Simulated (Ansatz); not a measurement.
Coupled-cluster diagnostics for Ga2PF3, Ansatz.

Geometry of the singlet (PBE-D4/def2-SVP):

Cartesian coordinates in Å:
```
Ga 2.268 1.140 1.456
Ga -0.027 -0.074 -0.281
P -1.540 -0.940 -1.664
F 1.800 0.521 -0.469
F -2.798 -1.120 -0.576
F 0.297 0.473 1.536
```

Correlated methods freeze 26 core orbitals; core or outer-core shells of Ga are correlated, in sets that lack core-valence functions. Another isomer (singlet) lies 1.52 eV lower at PBE0-D4/def2-TZVP; other spin states weren't run for this one.

**Question.** Estimate the CCSD(T) correlation energy, the shares of MP2 and (T), T1 and the reference's ⟨S²⟩ for: charge 0, singlet, own geometry in def2-SVP; and the rough time on 4 threads of Arm Neoverse V1 on a shared host.

**Answer.** 
```tsv
state	basis	correlation (eV)	MP2 share (%)	(T) share (%)	T1	⟨S²⟩ (pure)	wall time
charge 0, singlet, own geometry	def2-SVP	-29.903	96.9	2.8	0.017	0.00 (0.00)	18 s
```
Customary marks for T1 are 0.02 (closed shells), 0.045 (open shells) and about 0.05 (3d metals). T1 stays under 0.02 throughout.
